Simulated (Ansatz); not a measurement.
Mulliken charges of `[CH3][SbH][S][AlH2]` from PBE/def2-TZVPP in Ansatz (PBE0-D4/def2-TZVP geometry).

| atom | x (Å) | y (Å) | z (Å) | charge (e) |
| --- | --- | --- | --- | --- |
| C1 | -1.205 | 1.531 | 0.559 | -0.521 |
| Sb2 | -0.031 | 0.741 | -1.067 | 0.474 |
| S3 | -0.201 | -1.589 | -0.358 | -0.360 |
| Al4 | 1.889 | -2.007 | 0.055 | 0.336 |
| H5 | -0.583 | 1.572 | 1.452 | 0.129 |
| H6 | -1.535 | 2.539 | 0.302 | 0.124 |
| H7 | -2.068 | 0.892 | 0.738 | 0.136 |
| H8 | -1.394 | 0.595 | -2.098 | -0.092 |
| H9 | 2.246 | -3.466 | 0.548 | -0.110 |
| H10 | 2.964 | -0.858 | -0.128 | -0.117 |

**Question.** By hand: the dipole of these point charges (1 e Å = 4.8032 D).

**Answer.** Σ q r = (0.308, 0.517, -0.177) e Å, of length 0.627 e Å = 3.01 D.

**Question.** How does the dipole of the full density compare? (An estimate is asked.)

**Answer.** Computed: (0.009, 0.367, 0.028) e Å, 1.77 D; the point charges give 1.70 times that, at 36° from its direction.

Point charges leave out the atoms' own dipoles, such as those of lone pairs, and Mulliken's split depends on the basis, so the two needn't agree.
